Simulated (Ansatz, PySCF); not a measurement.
H₆O₂Si₂. Atoms are numbered in the order given.

```xyz
10

Si     1.1230     0.2084    -0.5779
O      1.9770    -0.0290     0.8421
O     -0.4457    -0.3649    -0.4769
Si    -1.8654    -0.0158     0.3464
H      1.7415    -0.5292    -1.7289
H      1.1198     1.6924    -0.7718
H      2.1814    -0.9561     1.0559
H     -1.9890     1.4659     0.5879
H     -1.8921    -0.7327     1.6686
H     -3.0182    -0.4853    -0.4920
```
Charge 0, spin multiplicity 1.

Geometry: PBE-D3(BJ)/def2-SVP. One conformer was computed; it need not be the lowest.

Vertical ionisation energy (IE) and electron affinity (EA) in eV. Rows of orbital energies are one-electron estimates. Where ΔSCF, EOM or ADC give a negative EA the extra electron is unbound and the value depends on the basis.

```json
[
 {"level": "−ε(HOMO), −ε(LUMO), HF/def2-TZVP (PySCF)", "IE": "12.37", "EA": "-3.02"},
 {"level": "−ε(HOMO), −ε(LUMO), PBE/def2-TZVP (PySCF)", "IE": "7.37", "EA": "0.88"},
 {"level": "ΔSCF, PBE0/def2-SVPD (Ansatz), final states of multiplicity 2 and 2", "IE": "(withheld)", "EA": "(withheld)"},
 {"level": "ΔSCF, PBE/def2-SVPD (Ansatz), final states of multiplicity 2 and 2", "IE": "10.22", "EA": "-0.94"}
]
```

Complete the blanks. (Estimate from the structure and the level; the computed values follow.)


- ΔSCF, PBE0/def2-SVPD (Ansatz, an electronic-structure program), final states of multiplicity 2 and 2, IE: 10.80
- ΔSCF, PBE0/def2-SVPD (Ansatz), final states of multiplicity 2 and 2, EA: -1.15

What vertical singlet–triplet gap does ΔSCF give with PBE0/def2-SVPD (Ansatz) and with PBE/def2-SVPD (Ansatz)? (Estimate from the structure and the level; the computed values follow.)

7.01 and 6.35 eV (triplet above singlet where positive).
